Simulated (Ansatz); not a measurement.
Species: C3H9In, SMILES `[CH3][In]([CH3])[CH3]` (charge 0, multiplicity 1).

**Question.** Give a relaxed geometry from Ansatz (a first-principles code) with B3LYP-D3(BJ)/def2-TZVP.

**Answer.** the end point of this relaxation (outside a Z-matrix the atoms follow the SMILES, hydrogens last).
Cartesian coordinates (Å) in one orientation:
```xyz
13

C     -0.213     2.151     0.440
In     0.007     0.008     0.076
C      1.982    -0.927     0.072
C     -1.764    -1.219    -0.292
H     -1.066     2.553    -0.108
H     -0.387     2.316     1.505
H      0.688     2.693     0.154
H      2.195    -1.329    -0.920
H      2.002    -1.759     0.778
H      2.763    -0.216     0.338
H     -1.976    -1.228    -1.364
H     -1.603    -2.248     0.030
H     -2.635    -0.812     0.222
```
